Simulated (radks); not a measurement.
Task: These are the eigenvalues of the occupied orbitals of an atom or ion with whole-number occupations (eV). All-electron calculation, Dirac Kohn-Sham, PBEsol, spin-unpolarised, spherical densities, finite nucleus; Fermi nuclear charge, rms radius of each element as measured or else 0.836 A^(1/3) + 0.57 fm. Program: a radial shooting solver on a logarithmic mesh with Libxc functionals.

orbital  eigenvalue
1s1/2     -17111.94
2s1/2     -3293.441
2p1/2     -3113.018
2p3/2     -3042.565
3s1/2     -1254.581
3p1/2     -1193.165
3p3/2     -1176.638

Which element is it, and in what charge state? The configuration may be excited. Open shells, if any, are shared by 2j + 1.

Result: Z = 38, strontium, charge +25: Sr25+ in [Ne] 3s2 3p1. The list shows which subshells hold electrons but not how many an open one holds; the 1s level, -628.85 hartree, gives Z - s = 35.5 by -(Z - s)^2/2, which with screening and relativity narrows Z to a few neighbours, and the depths of the outer levels then fix element, charge and occupations together.
